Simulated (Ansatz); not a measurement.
Program: Ansatz. Geometries: PBE0-D4/def2-TZVP. ΔE: electronic, gas phase. CBS: MP2 limit from def2 TZ/QZ plus the TZ coupled-cluster correction, frozen cores. This one scheme is used for every species. Functionals use def2-TZVPP. B3LYP here is the variant with VWN-RPA as its local correlation; programs differ in this. Each species was taken in one conformer, which may not be the lowest.

Reaction (formal exchange of groups at the Si–C bond): `FC[SiH2]CCl` + `O[SiH3]` → `O[SiH2][SiH2]CF` + `CCl`

```
             level  ΔE (kcal/mol)
              PBE0           -2.1
             B3LYP           -0.6
SCS-MP2/def2-TZVPP            2.4
      HF/CBS(def2)            1.6
```

(1) What does CCSD(T)/CBS give? (Estimate.)

Largest T1 diagnostic among the species: 0.012.

## Answers

(1) Computed: +0.8 kcal/mol. The listed levels differ from it by -2.9, -1.4, 1.6, 0.8 kcal/mol.

From PBE to PBE0 (25 % exact exchange), in def2-TZVPP and without D4, ΔE moves by +0.9 kcal/mol.

CCSD(T)/CBS has its own doubt, a few kJ/mol and more with outer-core shells, so smaller differences from it don't rank the levels.
